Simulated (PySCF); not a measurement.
Compound: C2H5ClOSi.
SMILES with atom numbers: `[CH2:1]=[C:2]([Cl:3])[O:4][SiH3:5]` (hydrogens: H6, H7 on C1; H8, H9, H10 on Si5)

Computed by this run: PySCF 2.14.0, PBE0-D3(BJ)/def2-SVP geometry optimisation, gas phase; density fitting, grid level 1; the optimiser is geomeTRIC in internal coordinates, started from a GFN2-xTB structure with every atom displaced at random (about 0.01 Å).

Step 0: E = -24580.9264 eV
```
atom  x, y, z in Å  |  force x, y, z in eV/Å
C1     -1.6948    0.4575    1.1257   -2.089   0.624   0.331
C2     -0.8403    0.1984    0.1729    1.870  -0.475  -0.871
Cl3    -1.3396    0.1614   -1.5058    0.134  -0.028   0.017
O4      0.4721   -0.0575    0.3880   -2.813   0.645   1.021
Si5     1.6581   -0.4345   -0.6591    1.072  -0.059  -0.110
H6     -2.7466    0.6945    0.8886    0.501  -0.189   0.044
H7     -1.3973    0.5018    2.1502    0.422  -0.055   0.784
H8      2.7268   -0.5682    0.3381    0.633  -0.195  -0.112
H9      1.8671    0.6823   -1.5625    0.282   0.488  -0.610
H10     1.3432   -1.6586   -1.3629   -0.012  -0.754  -0.495
```

Step 1: E = -24581.1337 eV
```
atom  x, y, z in Å  |  force x, y, z in eV/Å
C1     -1.7675    0.4938    1.1383    0.194  -0.117   0.014
C2     -0.8600    0.2204    0.1991   -0.039   0.045   0.121
Cl3    -1.3066    0.1232   -1.4943   -0.014   0.007   0.008
O4      0.4277    0.0104    0.4478    0.435  -0.154  -0.254
Si5     1.6771   -0.4173   -0.6395   -0.293   0.021   0.122
H6     -2.8084    0.6347    0.8754   -0.176   0.080  -0.026
H7     -1.4455    0.5387    2.1814   -0.033   0.012  -0.080
H8      2.8629   -0.6670    0.2220   -0.077   0.063   0.067
H9      1.9476    0.7050   -1.5807   -0.009  -0.018   0.007
H10     1.3214   -1.6647   -1.3761    0.010   0.061   0.021
```

**Question.** Estimate the geometry and energy of step 2. (The exact step hangs on the optimiser's Hessian estimate; all steps are aligned on step 1, rigid shifts and turns removed.)

**Answer.** E = -24581.1412 eV, largest force 0.167 eV/Å
```
atom  x, y, z in Å  |  force x, y, z in eV/Å
C1     -1.7646    0.4823    1.1366    0.055  -0.036   0.061
C2     -0.8525    0.2133    0.2018   -0.080   0.109   0.014
Cl3    -1.3124    0.1535   -1.4896    0.056  -0.027  -0.056
O4      0.4370   -0.0030    0.4416    0.055  -0.099  -0.122
Si5     1.6747   -0.4236   -0.6466   -0.111   0.042   0.116
H6     -2.8056    0.6630    0.8747    0.042  -0.012  -0.013
H7     -1.4464    0.5148    2.1789   -0.013   0.010   0.021
H8      2.8472   -0.6336    0.2401    0.003   0.016   0.010
H9      1.9317    0.6923   -1.5975   -0.003  -0.012  -0.017
H10     1.3395   -1.6820   -1.3670   -0.005   0.009  -0.014
```

The energy changes by -0.0075 eV. The first-order estimate −F·Δx gives -0.0151 eV and the mean of the old and new forces, exact on a quadratic surface, -0.0075 eV. The step makes an angle of 74° with the force vector and moves no atom by more than 0.041 Å.

What follows is the cost of the whole optimisation. Hardware: Arm Neoverse V1, one thread, no GPU (shared host). Cost: 28 s, 0.43 GiB resident at most.
